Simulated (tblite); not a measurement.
C5H15OSi2, doublet, geometry from GFN2-xTB; tblite with GFN1-xTB.

Input for tblite:
```
$ tblite run mol.xyz --method gfn1 --charge 0 --spin 1 --spin-polarized --json tblite.json --no-restart

# file mol.xyz
23

C      2.23591472     1.87430437     0.24724250
Si     1.86051365     0.10193727    -0.35061641
C      2.37046986    -1.20345024     0.94391061
O      0.25111153    -0.01641741    -0.60627064
Si    -1.31223883    -0.15232204    -0.15867484
C     -2.33626438     0.58233246    -1.58117978
C     -1.69231924    -1.99934393     0.09955328
C     -1.59480466     0.81681199     1.45819597
H      1.90405235     2.61598159    -0.47240063
H      3.29840457     2.02013633     0.41278727
H      1.71878788     2.06931712     1.18574679
H      3.43721050    -1.17562147     1.14072650
H      2.11605247    -2.20710082     0.61792915
H      1.85030226    -1.01961845     1.88334339
H     -2.14377675     0.06018739    -2.51300186
H     -2.09978148     1.62995801    -1.73930358
H     -3.39951162     0.51111296    -1.37598552
H     -1.11139739    -2.41349470     0.91836361
H     -2.74126322    -2.16090455     0.32637021
H     -1.45551062    -2.57359087    -0.79097342
H     -2.63409598     0.77917427     1.76930579
H     -0.99602882     0.41451355     2.27064515
H     -1.32616142     1.86274778     1.34035427
```

**Question.** Write the output that tblite gives for this input, abridged.

**Answer.** 
```
xTB calculator
 | screened Coulomb repulsion
 | Coulomb electrostatics
 |  * isotropic Klopman-Ohno-Mataga-Nishimoto electrostatics
 |  * onsite third-order electrostatics
 | DFT-D3(BJ) dispersion correction
 | Interactions (1)
 | [1] spin polarization

halogen bonding energy    0.0000000000000E+00 Eh
repulsion energy          3.4428325160659E-01 Eh
dispersion energy        -1.0815299461800E-02 Eh
interaction energy        0.0000000000000E+00 Eh
number of electrons       4.9000000000000E+01 e
integral cutoff           2.8146159136829E+01 bohr

------------------------------------------------------------
  cycle        total energy    energy error   density error
------------------------------------------------------------
      1     -27.02986463401  -2.7363333E+01   4.2135768E-01
      2     -27.14530115861  -1.1543652E-01   2.4070825E-01
      3     -27.14589522557  -5.9406696E-04   3.7973967E-02
      4     -27.14622708819  -3.3186262E-04   5.7638715E-03
      5     -27.14629082138  -6.3733186E-05   2.7024560E-03
      6     -27.14631668930  -2.5867924E-05   1.0266380E-03
      7     -27.14631707494  -3.8563408E-07   3.4595668E-04
      8     -27.14631785288  -7.7793978E-07   1.3780556E-04
      9     -27.14631791113  -5.8257076E-08   4.2920227E-05
     10     -27.14631792000  -8.8717194E-09   1.7451401E-05
------------------------------------------------------------

electronic energy        -2.7479785872149E+01 Eh
total energy             -2.7146317920005E+01 Eh

Post processing:
 | Mayer-Wiberg bond orders

[Info] JSON dump of results written to 'tblite.json'
```
